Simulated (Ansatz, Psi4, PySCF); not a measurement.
sulfur dioxide (O2S), singlet, geometry from GFN2-xTB. Base run: B3LYP5/aug-cc-pVDZ in PySCF.

PySCF was given this input:
```python
from pyscf import gto, scf, dft

mol = gto.Mole()
mol.atom = '''
    S     0.013936   -0.004006    0.377829
    O    -0.033217    1.222429   -0.364198
    O     0.005345   -1.214416   -0.391460
'''
mol.basis = 'aug-cc-pvdz'
mol.charge = 0
mol.spin = 0
mol.verbose = 4
mol.build()

mf = dft.RKS(mol)
mf.xc = 'b3lyp5'
mf.kernel()
```

The same geometry, method and basis name were run in Ansatz (a program for electronic structure) and Psi4 and PySCF, at each program's defaults and at the settings that a row names. The base is PySCF at its defaults. Differences at the defaults can come from grids, fitting, cores and function types together.

| code and settings | ΔE vs base (µEh) | basis functions | E (Eh) | SCF cycles | dipole (D) |
|---|---|---|---|---|---|
| PySCF, defaults (exact integrals, its default grid, spherical functions) | 0.0 | 73 | -548.50449 | 10 | 1.85 |
| Psi4, defaults (density fitting with its default set, its default grid, spherical functions) | 103 | 73 | -548.50439 | 8 | 1.85 |
| Ansatz, defaults (factorised integrals, its default grid, spherical functions) | 21.1 | 73 | -548.50447 | - | - |
| PySCF, density fitting with def2-universal-jkfit | 1.1 | 73 | -548.50449 | 10 | 1.85 |
| PySCF, fine grid | -0.9 | 73 | -548.50449 | 10 | 1.85 |
| Psi4, exact integrals, spherical functions, fine grid | -0.6 | 73 | -548.50449 | 10 | 1.85 |
| Ansatz, high accuracy | -1.1 | 73 | -548.50450 | - | - |
